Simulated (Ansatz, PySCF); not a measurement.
Molecule: CH$_{4}$N, charge 1, multiplicity 1. It need not be the lowest isomer of its formula. 
Structure (B3LYP-D3(BJ)/def2-TZVP (Ansatz, an electronic-structure program) minimum search):
```xyz
6

C     -0.6316     0.2305     0.0275
N      0.5616    -0.2049    -0.0244
H     -1.4611    -0.4673    -0.0113
H     -0.8121     1.2968     0.1101
H      1.3639     0.4216     0.0095
H      0.7676    -1.1993    -0.1021
```
Charge +1, spin multiplicity 1.

Total electronic energies in hartree. Valence correlation only, unless marked. No spin-orbit coupling. Non-relativistic. FCI takes restricted orbitals. Basis-set limits of correlation are two-point, X^-3; Hartree-Fock from the larger set.

| level | program | energy (Eh) |
|---|---|---|
| HF/def2-SVP | Ansatz | -94.31714 |
| HF/cc-pwCVTZ | Ansatz | -94.42414 |
| RI-HF/def2-QZVPP | Ansatz | -94.43098 |
| revPBE-D3(BJ)/def2-TZVPD | Ansatz + dftd3 | -94.99167 |
| BP86/def2-TZVPD | PySCF | -95.00960 |
| r2SCAN/def2-TZVPD | Ansatz | -94.95065 |
| PBE0/def2-QZVPP | Ansatz | -94.90247 |
| PW6B95/def2-TZVPD | PySCF | -95.12524 |
| M06-2X/def2-TZVPD | PySCF | -94.96090 |
| HSE06-D3(BJ)/def2-TZVPD | Ansatz + dftd3 | -94.89129 |
| LC-wPBE-D4/def2-TZVPD | Ansatz + dftd4 | -94.95057 |
| MP2/cc-pVDZ | Ansatz | -94.68731 |
| MP2/cc-pVTZ | Ansatz | -94.78175 |
| RI-MP2/cc-pVTZ | Ansatz | -94.78164 |
| SCS-MP2/6-31G* | Ansatz | -94.65863 |
| SCS-MP2/cc-pVTZ | Ansatz | -94.78562 |
| CCSD/STO-3G | Ansatz | -93.38184 |
| CCSD/CBS(cc-pVTZ,cc-pVQZ) | Ansatz | -94.8431 |
| CCSD/CBS(def2-TZVPP,def2-QZVPP) | Ansatz | -94.8439 |
| CCSD(T)/cc-pVDZ | Ansatz | -94.72350 |
| CCSD(T)/def2-TZVPP | Ansatz | -94.81977 |
| FCI/STO-3G | Ansatz | -93.38463 |
| CCSD(T)/CBS(cc-pVTZ,cc-pVQZ) | Ansatz | -94.8599 |

Totals of different functionals don't rank their quality; only differences between species are comparable.
